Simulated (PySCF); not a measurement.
## Fractional electron number in He⁺ (helium, charge +1)

The 1s alpha orbital of 1s1 is emptied in steps (occupation f), with all orbitals relaxed, ending at no electrons. Computed with PySCF 2.14 in aug-cc-pVTZ, with the non-relativistic Hamiltonian (point nucleus). The exact energy is a straight line in f; departures are measured from the line between the end points of the same method.

Q: Among UHF, BHandHLYP, B3LYP, which shows the largest delocalisation error (convex curve), and which is closest to linear?

A: Most convex: B3LYP (-2.307 eV at f = 0.5); closest to linear: UHF (0.000 eV).

```json
{"f": "1", "UHF (eV)": "0.000", "BHandHLYP (eV)": "0.000", "B3LYP (eV)": "0.000"}
{"f": "0.9", "UHF (eV)": "0.000", "BHandHLYP (eV)": "-0.554", "B3LYP (eV)": "-0.880"}
{"f": "0.7", "UHF (eV)": "0.000", "BHandHLYP (eV)": "-1.260", "B3LYP (eV)": "-2.009"}
{"f": "0.5", "UHF (eV)": "0.000", "BHandHLYP (eV)": "-1.445", "B3LYP (eV)": "-2.307"}
{"f": "0.3", "UHF (eV)": "0.000", "BHandHLYP (eV)": "-1.137", "B3LYP (eV)": "-1.816"}
{"f": "0.1", "UHF (eV)": "0.000", "BHandHLYP (eV)": "-0.415", "B3LYP (eV)": "-0.660"}
{"f": "0", "UHF (eV)": "0.000", "BHandHLYP (eV)": "0.000", "B3LYP (eV)": "0.000"}
```

```tsv
method	E(f=0) − E(f=1) (eV)	−ε at f=1 (eV)	−ε at f=0.5 (eV)
UHF	54.393	54.393	54.393
BHandHLYP	54.330	48.122	54.675
B3LYP	54.367	44.514	54.903
```

As f goes to zero the orbital energy of a semilocal functional can turn back, because the density of that orbital vanishes from the exchange-correlation potential.

Reference removal energy between the ground levels: 54.418 eV (theoretical estimate listed by NIST; NIST Atomic Spectra Database, ionization energies). UHF lacks correlation.
